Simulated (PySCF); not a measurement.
PySCF 2.14 output of an unrestricted PBE0 calculation on a single atom or ion in cc-pVDZ-DK (2s1p, 5 functions), with scalar relativity by spin-free X2C-1e:

```
SCF conv_tol = 1e-09
number electrons alpha = 1  beta = 0
    C. Adamo and V. Barone.,  J. Chem. Phys. 110, 6158 (1999)
    M. Ernzerhof and G. E. Scuseria.,  J. Chem. Phys. 110, 5029 (1999)
cycle= 1 E= -1.99130873406659  delta_E= -0.000118  |g|= 0.000318  |ddm|= 0.0511
cycle= 2 E= -1.99130878444408  delta_E= -5.04e-08  |g|= 6.52e-06  |ddm|= 0.00105
cycle= 3 E= -1.9913087844653  delta_E= -2.12e-11  |g|= 1.69e-11  |ddm|= 2.2e-05
converged SCF energy = -1.9913087844653  <S^2> = 0.75  2S+1 = 2
```

The run itself started from symmetry-adapted Hartree-Fock orbitals and held the occupation by maximum overlap, on a logarithmic radial grid, so the iterations belong to that start.

Problem. Which element, charge and spin multiplicity is this?

Solution. He+ (helium, charge +1), multiplicity 2; the state was 1s1, 2S determinant.

For one electron the Hartree and exchange-correlation energies should cancel; what remains is the self-interaction error.
